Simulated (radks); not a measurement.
Spin polarisation of the 4f8 shell in the terbium ion Tb3+. Start: [Xe] 4f(up 4, down 4); electrons of 4f are moved from spin down to spin up, other shells keep equal spins. All-electron calculation, scalar-relativistic Kohn-Sham, PBE, spin-polarised, spherical densities, finite nucleus; Fermi nuclear charge, rms radius of each element as measured or else 0.836 A^(1/3) + 0.57 fm. Program: a radial shooting solver on a logarithmic mesh with Libxc functionals.

\begin{tabular}{lrrrr}
moment (Bohr magnetons) & E - E(0) (eV) & e(4f up) (eV) & e(4f down) (eV) & 5p down minus up (eV) \\ \hline
0 & 0.000 & -34.224 & -34.224 & 0.000 \\
1 & -0.196 & -34.600 & -33.817 & 0.320 \\
2 & -0.784 & -34.946 & -33.380 & 0.640 \\
3 & -1.763 & -35.262 & -32.912 & 0.962 \\
4 & -3.134 & -35.545 & -32.414 & 1.286 \\
5 & -4.896 & -35.796 & -31.883 & 1.613 \\
6 & -7.049 & -36.013 & -31.320 & 1.943 \\
\end{tabular}

At moment 6 the spin-polarisation energy is -7.049 eV and the 4f exchange splitting 4.693 eV, that is 0.782 eV per Bohr magneton; E = -I m^2/4 would give I = 0.783 eV.
